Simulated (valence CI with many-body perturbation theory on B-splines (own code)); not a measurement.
# E1 line list for La XLII

Calculated by relativistic CI+MBPT: six valence electrons over a frozen Dirac-Fock core [Ne], radial functions for each j: 9 s, 9 p, 8 d, 6 f, 3 g, 1 h, with the one-electron correlation potential Σ1 (screened to all orders), the two-electron term Σ2, the three-electron term Σ3, Breit, model QED; selected single and double excitations, second order for the rest, scaled by the run's own slope (own B-spline code, finite nucleus).

The last digits are not significant, and no measured levels were compared; by estimate large intervals hold to a few tenths of a per cent, small ones and those within an open d or f shell to about a per cent. Among the levels kept, up to 1100 cm⁻¹ of a level comes from second order outside the variational space, and about a tenth of that is noise between levels of different J, which matters for small intervals.

Lines 51 to 85 of 85 in falling wavelength, among levels below 2686000 cm⁻¹, chosen from the strongest by gf and those to the six lowest levels. Wavelengths and rates use the calculated energies. Electric multipoles are in the length gauge with retardation, E1 and E2 with the static RPA response of the core. Weak lines are less certain than strong ones. Lines between different terms over intervals too small for the method are left out, as are lines whose strength nearly cancels. The highest levels of a list are the least certain.

Levels are named by their leading jj configuration (3d3/2^4 stands for four electrons in 3d with j = 3/2), which in mixed levels can hold well under half, so a name can repeat and another be missing. Letters in brackets count levels of one name in rising energy.

| λ vac (nm) | Upper | Lower | A (s⁻¹) | S (a.u.) with core polarisation | S without |
| --- | --- | --- | --- | --- | --- |
| 5.933 | (3s^2 3p1/2 3p3/2^2 3d5/2) J=2 [b] | (3s^2 3p1/2 3p3/2^3) J=2 | 5.86e+10 | 3.02e-02 | 3.07e-02 |
| 5.933 | (3s^2 3p1/2 3p3/2^2 3d3/2) J=1 [c] | (3s^2 3p1/2 3p3/2^3) J=1 | 2.16e+10 | 6.67e-03 | 6.79e-03 |
| 5.890 | (3s^2 3p1/2^2 3p3/2 3d5/2) J=3 | (3s^2 3p1/2^2 3p3/2^2) J=2 | 1.47e+11 | 1.04e-01 | 1.06e-01 |
| 5.815 | (3s^2 3p1/2 3p3/2^2 3d5/2) J=1 [b] | (3s^2 3p1/2 3p3/2^3) J=2 | 1.88e+10 | 5.48e-03 | 5.57e-03 |
| 5.781 | (3s^2 3p1/2 3p3/2^2 3d5/2) J=3 [c] | (3s^2 3p1/2 3p3/2^3) J=2 | 2.00e+11 | 1.33e-01 | 1.35e-01 |
| 5.733 | (3s^2 3p1/2^2 3p3/2 3d5/2) J=1 | (3s^2 3p1/2^2 3p3/2^2) J=2 | 4.55e+10 | 1.27e-02 | 1.29e-02 |
| 5.732 | (3s^2 3p1/2 3p3/2^2 3d5/2) J=2 [b] | (3s^2 3p1/2 3p3/2^3) J=1 | 1.16e+11 | 5.38e-02 | 5.47e-02 |
| 5.622 | (3s^2 3p1/2 3p3/2^2 3d5/2) J=1 [b] | (3s^2 3p1/2 3p3/2^3) J=1 | 2.01e+11 | 5.28e-02 | 5.37e-02 |
| 5.617 | (3s^2 3p1/2 3p3/2^2 3d5/2) J=2 [c] | (3s^2 3p1/2 3p3/2^3) J=2 | 2.07e+11 | 9.05e-02 | 9.20e-02 |
| 5.488 | (3s 3p1/2^2 3p3/2^3) J=1 | (3s^2 3p1/2^2 3p3/2^2) J=0 | 9.31e+10 | 2.28e-02 | 2.32e-02 |
| 5.488 | (3s 3p1/2^2 3p3/2^3) J=2 | (3s^2 3p1/2^2 3p3/2^2) J=2 | 1.59e+11 | 6.47e-02 | 6.59e-02 |
| 5.437 | (3s^2 3p1/2 3p3/2^2 3d5/2) J=2 [c] | (3s^2 3p1/2 3p3/2^3) J=1 | 2.53e+11 | 1.00e-01 | 1.02e-01 |
| 5.366 | (3s 3p1/2 3p3/2^4) J=0 | (3s^2 3p1/2 3p3/2^3) J=1 | 2.44e+11 | 1.86e-02 | 1.89e-02 |
| 5.173 | (3s 3p1/2^2 3p3/2^3) J=1 | (3s^2 3p1/2^2 3p3/2^2) J=2 | 9.48e+10 | 1.94e-02 | 1.98e-02 |
| 5.031 | (3s^2 3p1/2 3p3/2^2 3d3/2) J=1 [a] | (3s^2 3p1/2^2 3p3/2^2) J=0 | 1.91e+10 | 3.61e-03 | 3.67e-03 |
| 4.784 | (3s^2 3p1/2 3p3/2^2 3d3/2) J=2 [a] | (3s^2 3p1/2^2 3p3/2^2) J=2 | 4.70e+09 | 1.27e-03 | 1.29e-03 |
| 4.765 | (3s^2 3p1/2 3p3/2^2 3d3/2) J=1 [a] | (3s^2 3p1/2^2 3p3/2^2) J=2 | 2.26e+10 | 3.63e-03 | 3.69e-03 |
| 4.686 | (3s^2 3p1/2 3p3/2^2 3d3/2) J=3 [a] | (3s^2 3p1/2^2 3p3/2^2) J=2 | 7.25e+09 | 2.58e-03 | 2.62e-03 |
| 4.501 | (3s^2 3p1/2 3p3/2^2 3d5/2) J=1 [a] | (3s^2 3p1/2^2 3p3/2^2) J=0 | 6.07e+08 | 8.20e-05 | 8.31e-05 |
| 4.427 | (3s^2 3p1/2 3p3/2^2 3d3/2) J=2 [b] | (3s^2 3p1/2^2 3p3/2^2) J=2 | 6.13e+10 | 1.31e-02 | 1.34e-02 |
| 4.401 | (3s^2 3p1/2 3p3/2^2 3d5/2) J=3 [a] | (3s^2 3p1/2^2 3p3/2^2) J=2 | 2.09e+10 | 6.15e-03 | 6.26e-03 |
| 4.376 | (3s^2 3p1/2 3p3/2^2 3d3/2) J=1 [b] | (3s^2 3p1/2^2 3p3/2^2) J=0 | 1.96e+08 | 2.44e-05 | 2.50e-05 |
| 4.287 | (3s^2 3p1/2 3p3/2^2 3d5/2) J=1 [a] | (3s^2 3p1/2^2 3p3/2^2) J=2 | 2.65e+10 | 3.09e-03 | 3.14e-03 |
| 4.232 | (3s^2 3p1/2 3p3/2^2 3d3/2) J=3 [b] | (3s^2 3p1/2^2 3p3/2^2) J=2 | 7.05e+11 | 1.85e-01 | 1.88e-01 |
| 4.222 | (3s^2 3p1/2 3p3/2^2 3d3/2) J=1 [c] | (3s^2 3p1/2^2 3p3/2^2) J=0 | 7.61e+11 | 8.48e-02 | 8.63e-02 |
| 4.202 | (3s^2 3p1/2 3p3/2^2 3d3/2) J=2 [c] | (3s^2 3p1/2^2 3p3/2^2) J=2 | 8.56e+11 | 1.57e-01 | 1.60e-01 |
| 4.173 | (3s^2 3p1/2 3p3/2^2 3d3/2) J=1 [b] | (3s^2 3p1/2^2 3p3/2^2) J=2 | 8.88e+11 | 9.56e-02 | 9.73e-02 |
| 4.062 | (3s^2 3p1/2 3p3/2^2 3d5/2) J=1 [b] | (3s^2 3p1/2^2 3p3/2^2) J=0 | 1.22e+11 | 1.21e-02 | 1.24e-02 |
| 4.036 | (3s^2 3p1/2 3p3/2^2 3d5/2) J=2 [a] | (3s^2 3p1/2^2 3p3/2^2) J=2 | 2.15e+09 | 3.49e-04 | 3.55e-04 |
| 4.033 | (3s^2 3p1/2 3p3/2^2 3d3/2) J=1 [c] | (3s^2 3p1/2^2 3p3/2^2) J=2 | 1.53e+11 | 1.49e-02 | 1.52e-02 |
| 3.969 | (3s^2 3p1/2 3p3/2^2 3d5/2) J=3 [b] | (3s^2 3p1/2^2 3p3/2^2) J=2 | 1.90e+06 | 4.10e-07 | 4.09e-07 |
| 3.940 | (3s^2 3p1/2 3p3/2^2 3d5/2) J=2 [b] | (3s^2 3p1/2^2 3p3/2^2) J=2 | 3.36e+10 | 5.07e-03 | 5.16e-03 |
| 3.887 | (3s^2 3p1/2 3p3/2^2 3d5/2) J=1 [b] | (3s^2 3p1/2^2 3p3/2^2) J=2 | 4.35e+10 | 3.79e-03 | 3.86e-03 |
| 3.872 | (3s^2 3p1/2 3p3/2^2 3d5/2) J=3 [c] | (3s^2 3p1/2^2 3p3/2^2) J=2 | 2.32e+10 | 4.66e-03 | 4.75e-03 |
| 3.798 | (3s^2 3p1/2 3p3/2^2 3d5/2) J=2 [c] | (3s^2 3p1/2^2 3p3/2^2) J=2 | 3.07e+09 | 4.14e-04 | 4.21e-04 |
